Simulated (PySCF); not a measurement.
How methods differ on the excitation energy of Bi

Bi [Xe] 4f14 5d10 6s2 6p3 (4S) → Bi [Xe] 4f14 5d10 6s1 6p4 (4P), as a difference of total energies. All numbers are calculated (PySCF 2.14, scalar relativity by spin-free X2C-1e, in x2c-TZVPPall). Correlated levels: valence and next inner shell: [Kr] 4d10 4f14 frozen. The calculations carry no spin-orbit coupling.

```tsv
method	excitation energy (cm⁻¹)
UHF	75101
MP2 (valence and next inner shell)	79667
SCS-MP2 (valence and next inner shell)	78702
CCSD (valence and next inner shell)	75582
CCSD(T) (valence and next inner shell)	73557
```

Spin-orbit coupling is strong in these open shells (close to jj coupling). The scalar numbers leave it out and a first-order estimate fails, so it can dominate the gap to the real levels.

The upper state lies above the first ionisation limit, where it may autoionise and the basis confines it.

The coupled-cluster amplitudes are large for the upper state (T1 above 0.03 or a double amplitude above 0.15), so a single reference is strained.
